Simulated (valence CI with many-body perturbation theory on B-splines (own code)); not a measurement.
## E1 transitions of Mo⁹⁺

Calculated by relativistic CI+MBPT: five valence electrons over a frozen Dirac-Fock core [Ar] 3d10, radial functions for each j: 9 s, 9 p, 8 d, 6 f, 3 g, 1 h, with the one-electron correlation potential Σ1, the two-electron term Σ2, the three-electron term Σ3, Breit, model QED; selected CI, second order for the rest, scaled by the run's own slope (own B-spline code, finite nucleus).

No measured spectrum was set against this ion. As an estimate, levels hold to about 250 cm⁻¹ or 0.2 % of their energy and the worst to 1 %, as in measured heavy ions of charge 2 to 7; those with d or f electrons hold less well. Among the levels kept, up to 720 cm⁻¹ of a level comes from second order outside the variational space, and about a tenth of that is noise between levels of different J, which matters for small intervals.

Lines 101 to 150 of 178 in falling wavelength, among levels below 559900 cm⁻¹, chosen from the strongest by gf and those to the six lowest levels. Wavelengths and rates use the calculated energies, so an error of 700 cm⁻¹ moves a line at 28.93 nm by 0.2 % and its rate by three times that or more. Electric multipoles are in the length gauge, E1 and E2 with the static RPA response of the core. Weak lines are less certain than strong ones. Lines between different terms over intervals too small for the method are left out, as are lines whose strength nearly cancels.

Names give the largest LS component (configuration and term), which can be under half, so a name can repeat, a term be missing and a line seem to break the LS rules; names also repeat where a configuration has a term twice. Letters in brackets count levels of one name in rising energy.

```csv
λ vac (nm),Upper,Lower,A (s⁻¹),S (a.u.) with core polarisation,S without
28.93,4s2 4p2 4d 2P_3/2 [a],4s2 4p3 2P°_1/2,1.35e+09,6.46e-02,7.07e-02
28.85,4s2 4p2 4d 4P_5/2,4s2 4p3 2P°_3/2,2.62e+06,1.86e-04,1.87e-04
28.83,4s2 4p2 4d 4D_1/2,4s2 4p3 2D°_3/2,2.21e+09,5.22e-02,5.70e-02
28.77,4s2 4p2 4d 4D_5/2,4s2 4p3 2D°_5/2,1.01e+09,7.10e-02,7.65e-02
28.72,4s2 4p2 4d 2P_1/2 [a],4s2 4p3 2P°_3/2,1.15e+10,2.69e-01,2.94e-01
28.71,4s2 4p2 4d 4D_3/2,4s2 4p3 2D°_3/2,5.43e+06,2.54e-04,2.38e-04
28.54,4s2 4p2 4d 4P_3/2,4s2 4p3 2P°_3/2,5.03e+08,2.31e-02,2.51e-02
28.34,4s2 4p2 4d 4F_3/2,4s2 4p3 4S°_3/2,6.21e+08,2.79e-02,3.03e-02
28.08,4s2 4p2 4d 4P_1/2,4s2 4p3 2P°_3/2,3.63e+09,7.92e-02,8.71e-02
28.07,4s2 4p2 4d 4D_5/2,4s2 4p3 2D°_3/2,4.10e+08,2.69e-02,2.88e-02
27.95,4s2 4p2 4d 2D_3/2 [a],4s2 4p3 2P°_3/2,2.57e+07,1.11e-03,1.23e-03
27.84,4s2 4p2 4d 4F_5/2,4s2 4p3 4S°_3/2,1.10e+09,7.02e-02,7.56e-02
27.61,4s2 4p2 4d 4D_7/2,4s2 4p3 2D°_5/2,4.33e+08,3.60e-02,3.84e-02
27.52,4s2 4p2 4d 2P_1/2 [a],4s2 4p3 2P°_1/2,8.33e+09,1.71e-01,1.87e-01
27.36,4s2 4p2 4d 2P_3/2 [a],4s2 4p3 2D°_5/2,3.26e+10,1.32e+00,1.44e+00
27.36,4s2 4p2 4d 4P_3/2,4s2 4p3 2P°_1/2,1.32e+08,5.35e-03,5.62e-03
27.08,4s2 4p2 4d 2F_5/2 [a],4s2 4p3 4S°_3/2,6.88e+08,4.04e-02,4.35e-02
27.05,4s2 4p2 4d 2D_5/2 [a],4s2 4p3 2P°_3/2,3.91e+09,2.29e-01,2.50e-01
26.93,4s2 4p2 4d 4P_1/2,4s2 4p3 2P°_1/2,3.51e+09,6.76e-02,7.38e-02
26.81,4s2 4p2 4d 2D_3/2 [a],4s2 4p3 2P°_1/2,2.04e+09,7.78e-02,8.30e-02
26.75,4s2 4p2 4d 4D_1/2,4s2 4p3 4S°_3/2,1.66e+08,3.14e-03,3.38e-03
26.74,4s2 4p2 4d 2G_7/2,4s2 4p3 2D°_5/2,2.11e+09,1.59e-01,1.71e-01
26.73,4s2 4p2 4d 2P_3/2 [a],4s2 4p3 2D°_3/2,2.44e+10,9.21e-01,1.00e+00
26.64,4s2 4p2 4d 4D_3/2,4s2 4p3 4S°_3/2,2.10e+09,7.83e-02,8.48e-02
26.55,4s2 4p2 4d 2D_3/2 [b],4s2 4p3 2P°_3/2,7.15e+08,2.64e-02,2.88e-02
26.23,4s2 4p2 4d 2D_5/2 [b],4s2 4p3 2P°_3/2,9.12e+08,4.87e-02,5.28e-02
26.20,4s2 4p2 4d 4P_5/2,4s2 4p3 2D°_5/2,5.89e+09,3.14e-01,3.41e-01
26.13,4s2 4p2 4d 2P_1/2 [b],4s2 4p3 2P°_3/2,9.26e+08,1.63e-02,1.78e-02
26.09,4s2 4p2 4d 4D_5/2,4s2 4p3 4S°_3/2,2.37e+09,1.25e-01,1.35e-01
25.95,4s2 4p2 4d 4P_3/2,4s2 4p3 2D°_5/2,5.18e+09,1.79e-01,1.94e-01
25.75,4s2 4p2 4d 2F_5/2 [b],4s2 4p3 2P°_3/2,2.02e+09,1.02e-01,1.11e-01
25.62,4s2 4p2 4d 4P_5/2,4s2 4p3 2D°_3/2,4.89e+09,2.44e-01,2.64e-01
25.52,4s2 4p2 4d 2D_3/2 [b],4s2 4p3 2P°_1/2,8.91e+09,2.93e-01,3.18e-01
25.52,4s2 4p2 4d 2P_1/2 [a],4s2 4p3 2D°_3/2,1.98e+10,3.25e-01,3.54e-01
25.46,4s2 4p2 4d 2D_3/2 [a],4s2 4p3 2D°_5/2,3.97e+09,1.29e-01,1.41e-01
25.38,4s2 4p2 4d 4P_3/2,4s2 4p3 2D°_3/2,3.62e+06,1.17e-04,1.46e-04
25.21,4s2 4p2 4d 2S_1/2,4s2 4p3 2P°_3/2,7.17e+10,1.13e+00,1.23e+00
25.16,4s2 4p2 4d 2P_3/2 [b],4s2 4p3 2P°_3/2,5.61e+10,1.76e+00,1.91e+00
25.13,4s2 4p2 4d 2P_1/2 [b],4s2 4p3 2P°_1/2,7.67e+10,1.20e+00,1.30e+00
25.01,4s2 4p2 4d 4P_1/2,4s2 4p3 2D°_3/2,2.17e+10,3.35e-01,3.64e-01
24.93,4s2 4p2 4d 2P_3/2 [a],4s2 4p3 4S°_3/2,2.99e+09,9.16e-02,1.00e-01
24.91,4s2 4p2 4d 2D_3/2 [a],4s2 4p3 2D°_3/2,4.72e+09,1.44e-01,1.56e-01
24.71,4s2 4p2 4d 2D_5/2 [a],4s2 4p3 2D°_5/2,6.59e+10,2.94e+00,3.19e+00
24.29,4s2 4p2 4d 2D_3/2 [b],4s2 4p3 2D°_5/2,1.62e+10,4.58e-01,4.97e-01
24.28,4s2 4p2 4d 2S_1/2,4s2 4p3 2P°_1/2,1.61e+09,2.27e-02,2.46e-02
24.23,4s2 4p2 4d 2P_3/2 [b],4s2 4p3 2P°_1/2,3.36e+10,9.44e-01,1.02e+00
24.19,4s2 4p2 4d 2D_5/2 [a],4s2 4p3 2D°_3/2,7.42e+09,3.11e-01,3.35e-01
24.02,4s2 4p2 4d 2D_5/2 [b],4s2 4p3 2D°_5/2,9.07e+09,3.72e-01,4.02e-01
23.97,4s2 4p2 4d 2D_3/2 [c],4s2 4p3 2P°_3/2,3.81e+10,1.03e+00,1.12e+00
23.96,4s2 4p2 4d 4P_5/2,4s2 4p3 4S°_3/2,1.06e+11,4.33e+00,4.68e+00
```
